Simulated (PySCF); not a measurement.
Input for PySCF: R-B3LYP/3-21G on BrH5OSi (a complex), monomers drawn apart or pushed together.

```python
from pyscf import gto, scf, dft, mp
from pyscf.data.elements import chemcore

mol = gto.M(
    atom='''
    Br   -0.46725957   -1.37691034   -0.09631907
    H     0.41335495   -0.30808090    0.25409780
    O    -1.07478384   -0.22258292    2.93397056
    Si    0.52496216    0.11382069    3.13492638
    H    -1.32191555   -0.81059709    2.21276433
    H     1.30868928   -1.07892229    3.53654535
    H     0.60677327    1.15275264    4.17902967
    H     1.12720872    0.63349003    1.87446682
    ''',
    basis='3-21g',
    charge=0, spin=0, verbose=3, max_memory=1800)
mf = dft.RKS(mol, xc='b3lyp')
mf.conv_tol = 1e-8
mf.max_cycle = 100
mf.kernel()
if not mf.converged:
    mf = mf.newton().run(mf.mo_coeff, mf.mo_occ)
```

It printed:

```
converged SCF energy = -2927.56635189222
```

The run converged.

Cost: roughly 4 core-seconds.
